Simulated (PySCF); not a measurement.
Geometries of 4 isomers of C3H10SSi2, from PBE0-D3(BJ)/def2-SVP geometry optimisation, gas phase (PySCF). One conformer each, no zero-point energy, no frequencies.

Question: Which isomer lies lowest at this level?
A.
```xyz
16
angstrom
Si     2.613   -0.084   -0.539
S      1.639    0.970    1.049
C     -0.090    0.436    0.903
C     -0.982    1.087   -0.185
C     -2.083    0.002   -0.307
Si    -0.806   -1.241    0.338
H      2.710   -1.553   -0.281
H      1.925    0.118   -1.851
H      3.983    0.504   -0.591
H     -0.524    0.645    1.896
H     -1.333    2.103    0.063
H     -0.415    1.159   -1.127
H     -2.533   -0.120   -1.301
H     -2.890    0.162    0.426
H     -0.010   -1.873   -0.757
H     -1.166   -2.279    1.352
```
B.
```xyz
16
angstrom
C      2.165   -0.475   -0.825
S      2.568    1.059    0.073
Si     0.673    1.444    0.993
C     -0.635    1.681   -0.324
C     -1.607    0.805   -0.642
Si    -1.995   -0.842    0.192
H      1.321   -0.326   -1.512
H      3.057   -0.743   -1.407
H      1.935   -1.295   -0.129
H      0.267    0.313    1.884
H      0.879    2.689    1.787
H     -0.554    2.602   -0.922
H     -2.271    1.072   -1.478
H     -3.115   -1.485   -0.559
H     -0.818   -1.762    0.166
H     -2.418   -0.658    1.614
```
C.
```xyz
16
angstrom
C      2.442   -0.906    0.493
S      2.916    0.850    0.392
Si     1.182    1.625   -0.596
C     -0.351    1.307    0.429
C     -1.299    0.419    0.075
Si    -2.814    0.024    1.107
H      2.400   -1.366   -0.505
H      1.474   -1.032    1.000
H      3.219   -1.411    1.083
H      0.977    0.969   -1.926
H      1.453    3.083   -0.757
H     -0.448    1.833    1.390
H     -1.185   -0.105   -0.887
H     -4.063    0.308    0.335
H     -2.791    0.856    2.347
H     -2.832   -1.425    1.480
```
D.
```xyz
16
angstrom
C     -1.997   -1.299   -1.274
C     -1.375   -0.312   -0.612
C     -1.905    1.090   -0.549
Si     0.229   -0.706    0.267
S      1.741    0.606   -0.548
Si     3.152    0.548    1.069
H     -1.592   -2.315   -1.319
H     -2.943   -1.127   -1.801
H     -1.170    1.805   -0.954
H     -2.843    1.197   -1.116
H     -2.095    1.397    0.493
H      0.140   -0.437    1.738
H      0.591   -2.138    0.056
H      3.511   -0.860    1.418
H      2.607    1.214    2.290
H      4.364    1.273    0.595
```

Answer: D. That is `C=C(C)[SiH2]S[SiH3]`, 19.1 kcal/mol below the next.

| SMILES | atoms numbered as above | E (Eh) | relative (kcal/mol) | relative (kJ/mol) | dipole (D) |
| --- | --- | --- | --- | --- | --- |
| C=C(C)[SiH2]S[SiH3] | [CH2:1]=[C:2]([CH3:3])[SiH2:4][S:5][SiH3:6] | -1096.62785 | 0.0 | 0.0 | 1.16 |
| [SiH3]S[C@H]1CC[SiH2]1 | [SiH3:1][S:2][C@H:3]1[CH2:4][CH2:5][SiH2:6]1 | -1096.59742 | 19.1 | 79.9 | 1.80 |
| CS[SiH2]/C=C/[SiH3] | [CH3:1][S:2][SiH2:3]/[CH:4]=[CH:5]/[SiH3:6] | -1096.59359 | 21.5 | 90.0 | 1.44 |
| CS[SiH2]/C=C\[SiH3] | [CH3:1][S:2][SiH2:3]/[CH:4]=[CH:5]\[SiH3:6] | -1096.59091 | 23.2 | 97.0 | 1.47 |
